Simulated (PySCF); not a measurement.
PySCF job for B(Cl)(H)(SMe) (CH4BClS), SMILES ClBSC, TDDFT-M06-2X/def2-SVPD. Geometry optimised at B3LYP-D3(BJ)/def2-SVP. Other conformers were not sampled.

```python
import numpy as np
from pyscf import gto, scf, dft, tdscf

mol = gto.M(
    atom='''
    B    -0.58564024    0.39902677   -0.00000000
    Cl   -0.02164774    2.06781802    0.00000000
    H    -1.76634892    0.17699649    0.00000000
    S     0.60998028   -0.91819289   -0.00000000
    C    -0.45648990   -2.41225014    0.00000000
    H    -1.08526307   -2.43877130    0.89934243
    H     0.21234277   -3.28290689   -0.00000001
    H    -1.08526307   -2.43877131   -0.89934243
    ''',
    basis='def2-SVPD',
    charge=0,
    spin=0,
    symmetry=True,
    max_memory=1600,
    verbose=4,
)
mf = dft.RKS(mol, xc='m06-2x').density_fit(auxbasis='def2-universal-jkfit')
mf.grids.level = 4
mf.conv_tol = 1e-9
mf.max_cycle = 100
mf.kernel()
mf.grids = dft.Grids(mol).set(level=2).build(with_non0tab=True)  # coarser grid for the response kernel
td = tdscf.TDDFT(mf)
td.singlet = True
td.nstates = 10
td.conv_tol = 1e-4
td.kernel(x0=td.get_init_guess(mf, 15))
td.analyze()
tt = tdscf.TDA(mf)
tt.singlet = False
tt.nstates = 4
tt.conv_tol = 1e-4
tt.kernel(x0=tt.get_init_guess(mf, 9))
tt.analyze(verbose=3)
```

Program output:

```
PySCF version 2.14.0

[INPUT] verbose = 4
[INPUT] num. atoms = 8
[INPUT] num. electrons = 48
[INPUT] charge = 0
[INPUT] spin (= nelec alpha-beta = 2S) = 0
[INPUT] symmetry True subgroup None
[INPUT] Mole.unit = angstrom
[INPUT] Symbol           X                Y                Z      unit          X                Y                Z       unit  Magmom
[INPUT]  1 B     -0.585640240000   0.399026770000   0.000000000000 AA   -1.106699661125   0.754051311670   0.000000000000 Bohr   0.0
[INPUT]  2 Cl    -0.021647740000   2.067818020000   0.000000000000 AA   -0.040908299816   3.907609733240   0.000000000000 Bohr   0.0
[INPUT]  3 H     -1.766348920000   0.176996490000   0.000000000000 AA   -3.337915699221   0.334474891109   0.000000000000 Bohr   0.0
[INPUT]  4 S      0.609980280000  -0.918192890000   0.000000000000 AA    1.152695670586  -1.735133091623   0.000000000000 Bohr   0.0
[INPUT]  5 C     -0.456489900000  -2.412250140000   0.000000000000 AA   -0.862640889630  -4.558492108544   0.000000000000 Bohr   0.0
[INPUT]  6 H     -1.085263070000  -2.438771300000   0.899342430000 AA   -2.050849975405  -4.608609837449   1.699510884901 Bohr   0.0
[INPUT]  7 H      0.212342770000  -3.282906890000  -0.000000010000 AA    0.401269679832  -6.203794914548  -0.000000018897 Bohr   0.0
[INPUT]  8 H     -1.085263070000  -2.438771310000  -0.899342430000 AA   -2.050849975405  -4.608609856347  -1.699510884901 Bohr   0.0

nuclear repulsion = 180.292189924873
point group symmetry = Cs
symmetry origin: [ 3.93692893e-10  3.93692967e-09 -3.93692944e-10]
symmetry axis x: [ 1.00000000e+00 -1.34339880e-09 -1.65512767e-10]
symmetry axis y: [-1.34339880e-09 -1.00000000e+00 -2.92515586e-10]
symmetry axis z: [ 1.65512767e-10 -2.92515591e-10  1.00000000e+00]
num. orbitals of irrep A' = 86
num. orbitals of irrep A" = 40
number of shells = 54
number of NR pGTOs = 190
number of NR cGTOs = 126
basis = def2-SVPD
ecp = {}


[settings echo left out]
init E= -923.724478517735
HOMO (A") = -0.309562710972996  LUMO (A") = -0.0648816871458675  gap/eV = 6.65811
cycle= 1 E= -923.427150931759  delta_E= 0.297  |g|= 0.237  |ddm|= 3.11
HOMO (A") = -0.32169474889153  LUMO (A") = -0.0340240867699699  gap/eV = 7.82792
cycle= 2 E= -923.435712279135  delta_E= -0.00856  |g|= 0.213  |ddm|= 0.62
HOMO (A") = -0.32607874012795  LUMO (A") = -0.0131814991078389  gap/eV = 8.51437
cycle= 3 E= -923.448871432953  delta_E= -0.0132  |g|= 0.0267  |ddm|= 0.314
HOMO (A") = -0.327832935390028  LUMO (A") = -0.0171283675013805  gap/eV = 8.45470
cycle= 4 E= -923.449127624893  delta_E= -0.000256  |g|= 0.0105  |ddm|= 0.0541
HOMO (A") = -0.32733585830965  LUMO (A") = -0.0156827322043722  gap/eV = 8.48051
cycle= 5 E= -923.449163034056  delta_E= -3.54e-05  |g|= 0.00284  |ddm|= 0.0201
HOMO (A") = -0.327153057082694  LUMO (A") = -0.0157542344806618  gap/eV = 8.47359
cycle= 6 E= -923.449165393487  delta_E= -2.36e-06  |g|= 0.000901  |ddm|= 0.00557
HOMO (A") = -0.32722691013096  LUMO (A") = -0.0157532537694189  gap/eV = 8.47563
cycle= 7 E= -923.449165632845  delta_E= -2.39e-07  |g|= 0.000188  |ddm|= 0.00142
HOMO (A") = -0.32723924777662  LUMO (A") = -0.0157508086176499  gap/eV = 8.47603
cycle= 8 E= -923.449165643365  delta_E= -1.05e-08  |g|= 4.77e-05  |ddm|= 0.000331
HOMO (A") = -0.327230422093407  LUMO (A") = -0.0157474186812756  gap/eV = 8.47588
cycle= 9 E= -923.449165644222  delta_E= -8.58e-10  |g|= 1.47e-05  |ddm|= 0.000106
HOMO (A") = -0.327236152925792  LUMO (A") = -0.0157501288779125  gap/eV = 8.47597
Extra cycle  E= -923.449165644268  delta_E= -4.59e-11  |g|= 1.15e-05  |ddm|= 3.95e-05
converged SCF energy = -923.449165644268
tot grids = 67400


******** <class 'pyscf.tdscf.rks.TDDFT'> for <class 'pyscf.df.df_jk.DFSymAdaptedRKS'> ********
nstates = 10 singlet
deg_eia_thresh = 1.000e-03
wfnsym = None
conv_tol = 0.0001
eigh lindep = 1e-12
eigh level_shift = 0
eigh max_cycle = 100


Excitation energies (eV)
[5.65164902 5.69837548 6.44658058 6.98972698 7.10652502 7.75769275
 7.81059415 7.89829556 7.93088324 8.14005618]

** Singlet excitation energies and oscillator strengths **
Excited State   1:   A"      5.65165 eV    219.38 nm  f=0.0000
      23 -> 25       -0.69749
Excited State   2:   A'      5.69838 eV    217.58 nm  f=0.1827
      24 -> 25       -0.69455
Excited State   3:   A"      6.44658 eV    192.33 nm  f=0.0001
      24 -> 26        0.22218
      24 -> 27       -0.55211
      24 -> 30        0.19918
      24 -> 34       -0.25702
      24 -> 35        0.10096
Excited State   4:   A"      6.98973 eV    177.38 nm  f=0.0002
      22 -> 25       -0.69634
Excited State   5:   A"      7.10653 eV    174.47 nm  f=0.0224
      24 -> 26        0.63851
      24 -> 27        0.17328
      24 -> 28        0.13386
      24 -> 31        0.10298
      24 -> 32       -0.10305
Excited State   6:  ???      7.75769 eV    159.82 nm  f=0.0616
      21 -> 25        0.39300
      23 -> 26       -0.11121
      23 -> 27        0.50168
      23 -> 34        0.16604
Excited State   7:   A"      7.81059 eV    158.74 nm  f=0.0043
      20 -> 25        0.11151
      24 -> 27        0.16550
      24 -> 28       -0.65329
Excited State   8:  ???      7.89830 eV    156.98 nm  f=0.0000
      17 -> 25       -0.11559
      20 -> 25        0.66709
      24 -> 28        0.13226
Excited State   9:  ???      7.93088 eV    156.33 nm  f=0.0095
      21 -> 25       -0.53846
      23 -> 27        0.39018
Excited State  10:  ???      8.14006 eV    152.31 nm  f=0.0235
      22 -> 27        0.12814
      23 -> 26        0.52822
      23 -> 27        0.10038
      24 -> 29       -0.39954

** Transition electric dipole moments (AU) **
state          X           Y           Z        Dip. S.      Osc.
  1         0.0000      0.0000      0.0142      0.0002      0.0000
  2        -0.4107      1.0678      0.0000      1.3089      0.1827
  3        -0.0000      0.0000      0.0295      0.0009      0.0001
  4        -0.0000     -0.0000      0.0358      0.0013      0.0002
  5         0.0000      0.0000      0.3583      0.1284      0.0224
  6         0.2795      0.4960     -0.0000      0.3241      0.0616
  7        -0.0000      0.0000     -0.1495      0.0223      0.0043
  8        -0.0000      0.0000     -0.0029      0.0000      0.0000
  9        -0.0450     -0.2163      0.0000      0.0488      0.0095
 10         0.0310     -0.3421      0.0000      0.1180      0.0235

** Transition velocity dipole moments (imaginary part, AU) **
state          X           Y           Z        Dip. S.      Osc.
  1         0.0000      0.0000     -0.0013      0.0000      0.0000
  2        -0.0899      0.2366      0.0000      0.0641      0.2039
  3        -0.0000     -0.0000      0.0001      0.0000      0.0000
  4        -0.0000     -0.0000      0.0148      0.0002      0.0006
  5         0.0000     -0.0000      0.0964      0.0093      0.0237
  6         0.0838      0.1458      0.0000      0.0283      0.0661
  7        -0.0000      0.0000     -0.0561      0.0032      0.0073
  8        -0.0000      0.0000      0.0006      0.0000      0.0000
  9        -0.0112     -0.0652     -0.0000      0.0044      0.0100
 10         0.0030     -0.1112     -0.0000      0.0124      0.0276

** Transition magnetic dipole moments (imaginary part, AU) **
state          X           Y           Z
  1        -0.3573     -1.3081     -0.0000
  2         0.0000      0.0000      0.0015
  3        -0.6407      0.2718      0.0000
  4        -0.1383      0.4141      0.0000
  5         0.0521      0.3908      0.0000
  6         0.0000     -0.0000      0.3141
  7        -0.1981      0.2505     -0.0000
  8        -1.0292      0.3268     -0.0000
  9         0.0000      0.0000     -0.2127
 10         0.0000      0.0000      0.8601


******** <class 'pyscf.tdscf.rks.TDA'> for <class 'pyscf.df.df_jk.DFSymAdaptedRKS'> ********
nstates = 4 triplet
deg_eia_thresh = 1.000e-03
wfnsym = None
conv_tol = 0.0001
eigh lindep = 1e-12
eigh level_shift = 0
eigh max_cycle = 100


Excitation energies (eV)
[4.43425045 5.39044201 6.10276481 6.77022258]

** Triplet excitation energies and oscillator strengths **
Excited State   1:   A'      4.43425 eV    279.61 nm  f=0.0000
Excited State   2:   A"      5.39044 eV    230.01 nm  f=0.0000
Excited State   3:   A"      6.10276 eV    203.16 nm  f=0.0000
Excited State   4:   A"      6.77022 eV    183.13 nm  f=0.0000
```

Self-consistency was reached.

Cost: very roughly 8 core-minutes.
